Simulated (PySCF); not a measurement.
Species: C₆H₇F₂ (doublet state).
Z-matrix (Å and degrees, GFN2-xTB geometry), rows numbered from 1:
```
C 
C   1  1.3030
F   2  1.3854  1  120.20
C   2  1.4460  1  127.45  3   179.99
C   4  1.3362  2  123.00  1    -0.21
C   5  1.4926  4  122.36  2     0.06
C   5  1.4997  4  122.12  2  -179.99
F   7  1.3688  5  112.68  4    -0.52
H   1  1.0616  2  140.99  3    -0.05
H   4  1.0793  2  115.74  1   179.76
H   6  1.0913  5  109.90  4   -58.91
H   6  1.0875  5  111.78  4   179.52
H   6  1.0913  5  109.72  4    58.13
H   7  1.0979  5  110.67  4  -119.97
H   7  1.0981  5  110.65  4   118.95
```

The hyperfine couplings belong to this conformer and change with its torsions.

As a line formula: `[H]/[C]=C(F)/C=C(\C)CF` [radical].

Theory: PySCF, UKS B3LYP, pcH-1 on C F H, non-relativistic, mean-field spin-orbit, GIAO. Geometry: GFN2-xTB, one conformer, isolated molecule. GFN2-xTB frequencies show an imaginary mode (153i cm⁻¹), so this geometry is no minimum at that level. The geometry wasn't refined by DFT: couplings that depend on bond lengths, twists or pyramidal angles can differ widely from those at the functional's own minimum. Stability of the SCF solution: not tested.

Task: The isotropic 13C couplings are +332.1, +55.5, +30.9, +12.5, -5.7, +3.5 MHz. Assign them to C1; C2; C4; C5; C6; C7.

Result: 
```json
{"site": "C1", "a_iso (MHz)": "+332.1", "ρ(0) (bohr⁻³)": "+0.2954", "position": "largest spin population", "distance from C1 (Å)": "0.00", "spin population": "+1.05", "largest |T| (MHz)": "144.5"}
{"site": "C2", "a_iso (MHz)": "+55.5", "ρ(0) (bohr⁻³)": "+0.0494", "position": "1 bond from C1", "distance from C1 (Å)": "1.30", "spin population": "-0.11", "largest |T| (MHz)": "17.8"}
{"site": "C4", "a_iso (MHz)": "+12.5", "ρ(0) (bohr⁻³)": "+0.0111", "position": "2 bonds from C1", "distance from C1 (Å)": "2.47", "spin population": "+0.05", "largest |T| (MHz)": "4.2"}
{"site": "C5", "a_iso (MHz)": "-5.7", "ρ(0) (bohr⁻³)": "-0.0051", "position": "3 bonds from C1", "distance from C1 (Å)": "2.97", "spin population": "-0.05", "largest |T| (MHz)": "8.5"}
{"site": "C6", "a_iso (MHz)": "+30.9", "ρ(0) (bohr⁻³)": "+0.0275", "position": "4 bonds from C1", "distance from C1 (Å)": "2.75", "spin population": "+0.02", "largest |T| (MHz)": "6.3"}
{"site": "C7", "a_iso (MHz)": "+3.5", "ρ(0) (bohr⁻³)": "+0.0031", "position": "4 bonds from C1", "distance from C1 (Å)": "4.47", "spin population": "0.00", "largest |T| (MHz)": "0.4"}
```

ρ(0) is the spin density at the nucleus and T the dipolar tensor; entries for several nuclei are means. Largest spin populations (Mulliken): C1 (+1.05) and C2 (-0.11). C1 is the only atom above +0.15.

Nuclei that the bonding pattern makes equivalent are averaged, as if the motion that swaps them (rotation, inversion, ring flip) were fast. The three 1H nuclei of mean +15.2 MHz run from 10.1 to 25.0 MHz in the frozen geometry.

Hardware: Arm Neoverse V1, one thread, shared host with 32 logical CPUs at a one-minute load of 15. Cost: 71 s (with the writing of density and orbital grids), 0.97 GiB resident at most.
